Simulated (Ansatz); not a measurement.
Z-matrix (Å, degrees):
```
C
C 1 1.529
H 1 1.094 2 111.8
H 1 1.093 2 111.8 3 -120.2
H 1 1.093 2 111.8 3 120.2
Al 2 1.945 1 114.9 3 180.0
H 2 1.097 1 110.5 3 57.8
H 2 1.097 1 110.5 3 -57.8
O 6 1.684 2 120.5 1 180.0
S 6 2.194 2 119.8 1 0.0
C 9 1.393 6 138.3 2 179.9
H 10 1.344 6 93.5 2 180.0
H 11 1.095 9 110.3 6 120.3
H 11 1.098 9 112.8 6 -0.2
H 11 1.095 9 110.3 6 -120.6
```

Total charge 0; spin multiplicity 1.

(1) List the B3LYP/def2-TZVPP orbital energies in eV (the Gaussian-basis code of Ansatz). (Estimate.)

## Answers

(1) Ansatz gave: Occupied: -2417.46, -1524.29, -520.09, -278.07, -276.61, -276.32, -215.49, -160.04, -159.93, -159.88, -112.28, -73.00, -72.88, -72.80, -27.10, -20.46, -19.44, -18.44, -16.62, -13.20, -12.22, -12.19, -12.00, -11.75, -10.86, -10.15, -9.52, -9.19, -8.08, -8.06, -7.51, -7.23. Lowest empty: -0.31, -0.25, 0.25, 1.01, 1.68, 1.85, 2.46, 2.54.

B3LYP here is the variant with VWN-RPA as its local correlation; programs differ in this.
